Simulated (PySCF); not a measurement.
C3HBrClF, SMILES ClC(=C=CF)Br.

Geometry: ωB97X-D3(BJ)/def2-SVP. This is a generated structure with no PubChem entry under its InChIKey; it may be hypothetical.

These are PBE0/def2-TZVP run with PySCF values and carry that method's errors.

Computed frontier levels, gap, dipole moment and polarisability:
* **highest occupied level**: -7.79 eV
* **lowest empty level**: -1.31 eV
* **orbital gap**: 6.48 eV
* **dipole moment**: 0.263 e·Å
* **quadrupole, principal values (traceless, Buckingham form, about the centre of nuclear charge)**: -6.56, -0.06, 6.63 D·Å
* **mean static polarisability**: 72.5 bohr³ (10.74 Å³)
* **polarisability, principal values**: 43.7, 68.4, 105.3 bohr³
